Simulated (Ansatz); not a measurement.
C2H8O2Si (`OCOC[SiH3]`), relaxed with RKS PBE-D4/def2-SVP in the Gaussian-basis code of Ansatz from a rough embedded geometry. The force threshold is 0.03 eV/Å; the program also tests the step.

Charge 0, multiplicity 1.

Start:

```xyz
13

O    -1.040    1.856    1.030
C     0.201    1.352    0.893
O     0.394    0.944   -0.434
C    -0.277   -0.230   -0.890
Si    0.426   -1.927   -0.450
H    -1.110    2.712    0.539
H     0.938    2.141    1.121
H     0.361    0.520    1.543
H    -0.414   -0.127   -1.920
H    -1.326   -0.149   -0.423
H    -0.468   -2.970   -0.926
H     0.619   -2.057    1.002
H     1.697   -2.066   -1.085
```

By how much does the energy fall, and how many steps does the optimiser take? (Best estimate.)

The calculation gave: 11.53 kcal/mol, in 5 steps.

Which bonds change most? (Estimate.)

Ansatz gave: Si5–H13 from 1.428 to 1.503 Å; C4–H9 from 1.044 to 1.111 Å; O1–C2 from 1.346 to 1.404 Å; Si5–H11 from 1.454 to 1.506 Å.

Give the relaxed structure. (Best estimate.)

Computed: 
```xyz
13

O    -1.071    1.867    1.055
C     0.212    1.324    0.883
O     0.476    0.908   -0.437
C    -0.346   -0.185   -0.870
Si    0.434   -1.882   -0.434
H    -1.124    2.659    0.486
H     1.023    2.052    1.111
H     0.268    0.474    1.604
H    -0.436   -0.108   -1.975
H    -1.378   -0.088   -0.462
H    -0.481   -2.999   -0.864
H     0.672   -1.997    1.046
H     1.752   -2.025   -1.144
```
